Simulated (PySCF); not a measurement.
Simulation results for Cl2GeH4Si, CH7GeNSi, B2GeH6N, CH4BClGe and others

Calculation on a computer-drawn molecule: the log of a Hartree-Fock and frozen-core CCSD(T) single point meant for a local Hartree-Fock minimum, with one planted fault or none, to be diagnosed. Offsets are logged minus clean, where the clean run is the same molecule without the fault. The reference is restricted for singlets and unrestricted otherwise, and also for a bond in bohr or an excited solution. Adding or removing an electron swaps singlet and doublet. The excited solution moves the top pair (singlet) or top alpha electron (doublet) to the lowest empty orbital. Highest occupied and lowest empty are orbital energies over both spins, largest force is the largest gradient component, triples share is (T) over the correlation energy, the T1 limit is 0.02 restricted and 0.045 unrestricted, electrons count all cores, a negative frequency is imaginary (commonest isotopes), and the dipole is about the centre of nuclear charge; on germanium a core potential holds 10 electrons, which the energies leave out, and 3d is frozen in MP2 and coupled-cluster steps. Program: PySCF 2.14.0.

Common to all runs: meant basis and core potential on germanium cc-pVDZ-PP ECP10MDF; logged SCF converged yes; possible faults no fault, one electron removed, one electron added, multiplicity raised by two, geometry at a saddle point, SCF held on an excited solution, minimal basis STO-3G, one bond length entered in bohr, all coordinates scaled.

(1) Cl2GeH4Si

Logged structure:
```xyz
8
Cl2GeH4Si
Cl    -1.9850     3.4409    -2.4939
Si    -1.7042     1.6373    -1.4962
Ge    -1.1416     2.1266     0.7818
Cl    -0.8544     0.1777     1.7406
H     -2.9595     0.8718    -1.5699
H      0.3669     0.2660    -2.7488
H      0.1755     2.8783     0.9385
H     -2.2591     2.8212     1.5520
```

```
meant charge                         : 0
meant multiplicity                   : 1
meant basis                          : cc-pV(D+d)Z
logged electrons                     : 84
logged basis functions               : 112
logged spin squared                  : 0.836
logged highest occupied              : -9.5377 eV
logged lowest empty                  : 0.61887 eV
logged largest force                 : 0.0077606 hartree/bohr
logged T1 diagnostic                 : 0.038378
logged D1 diagnostic                 : 0.19968
logged triples share                 : 0.030298
logged CC converged                  : yes
logged dipole magnitude              : 1.0478 debye
logged SCF stable within its kind    : yes
logged energy HF                     : -1503.63664 hartree
logged energy CCSD(T)                : -1504.16422 hartree
planted fault                        : one bond length entered in bohr, row 5 of the drawn bonds
HF energy offset from clean run      : 69.86 kcal/mol
CCSD(T) energy offset from clean run : 75.98 kcal/mol
```

Drawn bonds:
| atom | other atom | order |
| --- | --- | --- |
| 1 | 2 | 1 |
| 2 | 3 | 1 |
| 3 | 4 | 1 |
| 2 | 5 | 1 |
| 2 | 6 | 1 |
| 3 | 7 | 1 |
| 3 | 8 | 1 |

(2) CH7GeNSi

Logged structure:
```xyz
11
CH7GeNSi
N     -0.9862    -2.4496     0.0308
C     -0.0523    -1.7045    -0.4867
Si    -0.3195     0.1903    -0.4606
Ge     1.5194    -2.4805    -1.5174
H     -1.8588    -2.0921     0.3739
H     -0.8674    -3.4454     0.0880
H     -3.0772     0.7029    -0.3764
H      0.2881     0.7913    -1.6571
H      0.3065     0.6912     0.7793
H      2.5402    -1.4434    -0.9139
H      1.7424    -3.6789    -0.5112
```

```
meant charge                         : 0
meant multiplicity                   : 1
meant basis                          : cc-pV(D+d)Z
logged electrons                     : 66
logged basis functions               : 109
logged spin squared                  : 0.8151
logged highest occupied              : -7.2083 eV
logged lowest empty                  : 0.80126 eV
logged largest force                 : 0.011927 hartree/bohr
logged T1 diagnostic                 : 0.051214
logged D1 diagnostic                 : 0.23245
logged triples share                 : 0.040173
logged CC converged                  : yes
logged dipole magnitude              : 5.4615 debye
logged SCF stable within its kind    : yes
logged energy HF                     : -678.5263 hartree
logged energy CCSD(T)                : -679.09795 hartree
planted fault                        : one bond length entered in bohr, row 6 of the drawn bonds
HF energy offset from clean run      : 70.78 kcal/mol
CCSD(T) energy offset from clean run : 74.81 kcal/mol
```

Drawn bonds:
| atom | other atom | order |
| --- | --- | --- |
| 1 | 2 | 1 |
| 2 | 3 | 1 |
| 2 | 4 | 2 |
| 1 | 5 | 1 |
| 1 | 6 | 1 |
| 3 | 7 | 1 |
| 3 | 8 | 1 |
| 3 | 9 | 1 |
| 4 | 10 | 1 |
| 4 | 11 | 1 |

Notes: T1 above single-reference limit.

(3) B2GeH6N

Logged structure:
```xyz
10
B2GeH6N
B     -1.2699     2.4233     1.1171
N     -0.4215     1.9732     0.0800
B      0.8267     2.6270    -0.1676
Ge    -0.8835     0.5004    -1.0112
H     -2.3303     1.9349     1.4007
H      1.5382     2.2255    -1.0524
H      1.1632     3.5645     0.4976
H     -2.2663     0.0231    -0.5813
H     -0.8889     0.9661    -2.4660
H      0.1629    -0.5946    -0.8106
```

```
meant charge                         : 0
meant multiplicity                   : 2
meant basis                          : cc-pVDZ
logged electrons                     : 56
logged basis functions               : 95
logged spin squared                  : 0
logged highest occupied              : 0.73804 eV
logged lowest empty                  : 7.3961 eV
logged largest force                 : 0.056652 hartree/bohr
logged T1 diagnostic                 : 0.024458
logged D1 diagnostic                 : 0.097355
logged triples share                 : 0.033827
logged CC converged                  : yes
logged dipole magnitude              : 10.267 debye
logged SCF stable within its kind    : yes
logged energy HF                     : -400.60432 hartree
logged energy CCSD(T)                : -401.12737 hartree
planted fault                        : one electron added
HF energy offset from clean run      : 49.49 kcal/mol
CCSD(T) energy offset from clean run : 20.78 kcal/mol
```

Drawn bonds:
| atom | other atom | order |
| --- | --- | --- |
| 1 | 2 | 1 |
| 2 | 3 | 1 |
| 2 | 4 | 1 |
| 1 | 5 | 1 |
| 3 | 6 | 1 |
| 3 | 7 | 1 |
| 4 | 8 | 1 |
| 4 | 9 | 1 |
| 4 | 10 | 1 |

Notes: T1 above single-reference limit; highest electron not bound in this basis.

(4) CH4BClGe

Logged structure:
```xyz
8
CH4BClGe
B     -1.2430    -1.1587     1.3689
C     -0.8134    -0.0981     0.3640
Ge     0.1987     1.2901     0.8049
Cl     0.9344     1.6417     2.7813
H     -1.9312    -2.0813     1.0196
H     -0.9041    -1.0923     2.5202
H     -1.0971    -0.1199    -0.6839
H      0.7159     2.4288    -0.0519
```

```
meant charge                         : 0
meant multiplicity                   : 1
meant basis                          : cc-pV(D+d)Z
logged electrons                     : 64
logged basis functions               : 94
logged spin squared                  : 2.0233
logged highest occupied              : -6.4928 eV
logged lowest empty                  : -0.58666 eV
logged largest force                 : 0.092804 hartree/bohr
logged T1 diagnostic                 : 0.017427
logged D1 diagnostic                 : 0.082667
logged triples share                 : 0.026453
logged CC converged                  : yes
logged dipole magnitude              : 2.9216 debye
logged SCF stable within its kind    : yes
logged energy HF                     : -817.67169 hartree
logged energy CCSD(T)                : -818.14741 hartree
planted fault                        : multiplicity raised by two
HF energy offset from clean run      : 46.47 kcal/mol
CCSD(T) energy offset from clean run : 68.24 kcal/mol
```

Drawn bonds:
| atom | other atom | order |
| --- | --- | --- |
| 1 | 2 | 1 |
| 2 | 3 | 2 |
| 3 | 4 | 1 |
| 1 | 5 | 1 |
| 1 | 6 | 1 |
| 2 | 7 | 1 |
| 3 | 8 | 1 |

(5) AlBGeH5O

Logged structure:
```xyz
9
AlBGeH5O
O      1.3916    -2.7324    -1.8093
B      1.6571    -1.6461    -2.5075
Ge     0.8850     0.3201    -2.2109
Al     1.7487     2.4334    -0.9697
H      0.7819    -2.7149    -1.0865
H      2.4185    -1.6809    -3.4284
H     -0.3665     0.5327    -3.0767
H      2.7644     3.2448    -1.8270
H      0.5717     2.6891     1.7165
```

```
meant charge                         : 1
meant multiplicity                   : 1
meant basis                          : cc-pV(D+d)Z
logged electrons                     : 62
logged basis functions               : 99
logged spin squared                  : 0.9211
logged highest occupied              : -13.099 eV
logged lowest empty                  : -5.2244 eV
logged largest force                 : 0.0067879 hartree/bohr
logged T1 diagnostic                 : 0.0409
logged D1 diagnostic                 : 0.16852
logged triples share                 : 0.03076
logged CC converged                  : yes
logged dipole magnitude              : 3.1861 debye
logged SCF stable within its kind    : yes
logged energy HF                     : -637.43763 hartree
logged energy CCSD(T)                : -637.88492 hartree
planted fault                        : one bond length entered in bohr, row 8 of the drawn bonds
HF energy offset from clean run      : 58.89 kcal/mol
CCSD(T) energy offset from clean run : 67.46 kcal/mol
```

Drawn bonds:
| atom | other atom | order |
| --- | --- | --- |
| 1 | 2 | 1 |
| 2 | 3 | 1 |
| 3 | 4 | 1 |
| 1 | 5 | 1 |
| 2 | 6 | 1 |
| 3 | 7 | 1 |
| 4 | 8 | 1 |
| 4 | 9 | 1 |

(6) AlBGeH4N

Logged structure:
```xyz
8
AlBGeH4N
Al     2.4847     1.5742     2.2188
B      1.1031     0.3867     1.1319
N      0.2739    -0.3073     0.5078
Ge    -0.7810    -1.3406    -0.5435
H      2.7212     3.0762     1.8011
H      3.2656     0.9466     3.4364
H     -1.2003    -2.5972     0.2349
H     -2.0080    -0.5285    -0.9858
```

```
meant charge                      : 0
meant multiplicity                : 2
meant basis                       : cc-pV(D+d)Z
logged electrons                  : 61
logged basis functions            : 94
logged spin squared               : 0.9456
logged highest occupied           : -3.9465 eV
logged lowest empty               : -3.2738 eV
logged largest force              : 0.096282 hartree/bohr
logged dipole magnitude           : 13.169 debye
logged SCF stable within its kind : no
logged energy HF                  : -616.58907 hartree
planted fault                     : SCF held on an excited solution
HF energy offset from clean run   : 96.26 kcal/mol
```

Drawn bonds:
| atom | other atom | order |
| --- | --- | --- |
| 1 | 2 | 1 |
| 2 | 3 | 2 |
| 3 | 4 | 1 |
| 1 | 5 | 1 |
| 1 | 6 | 1 |
| 4 | 7 | 1 |
| 4 | 8 | 1 |

Notes: coupled-cluster numbers left out as unreliable.
